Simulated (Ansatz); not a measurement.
**AlBF2H2N+: where a starting geometry ends**

The starting geometry of this gas-phase singlet was optimised with GFN2-xTB.

```yaml
atoms:
  - { symbol: Al, position_ang: [-0.4648, 2.1827, 2.1602] }
  - { symbol: B, position_ang: [-1.9720, 0.8897, -0.0326] }
  - { symbol: F, position_ang: [-2.9052, 0.1001, -0.2342] }
  - { symbol: F, position_ang: [-1.3646, 1.4256, 3.2767] }
  - { symbol: N, position_ang: [-1.0153, 1.6989, 0.3469] }
  - { symbol: H, position_ang: [-0.4153, 2.2008, -0.3090] }
  - { symbol: H, position_ang: [0.6686, 3.1449, 2.1181] }
```

**Question.** Predict what becomes of its bonds when it is optimised with B3LYP-D3(BJ)/def2-SVP.

**Answer.** A new bond forms, giving a structure with F4 bridging Al1 and B2, given below by its coordinates. Distances that change by over a tenth: Al1–F4 (1.62 → 1.91 Å). Contacts that close: B2–F4 (3.41 → 1.49 Å).

The energy falls by 0.69 eV over 21 steps:

```csv
step,E − E(last) (eV)
1,0.695
3,0.582
5,0.558
8,0.541
10,0.501
12,0.193
14,0.016
17,0.000
19,0.000
21,0.000
```

Final geometry (Å):

```xyz
7

Al   -0.2464    2.3646    1.8002
B    -1.8443    1.0014    0.7265
F    -2.7716    0.2116    0.3294
F    -1.6709    1.1580    2.1934
N    -0.8584    1.8348    0.2029
H    -0.6820    1.9781   -0.7878
H     0.6051    3.0942    2.8615
```

No frequencies were run, so the end isn't proven a minimum. Run with Ansatz 0.2.0, 62 s on 1 thread of Arm Neoverse V2 (shared host).
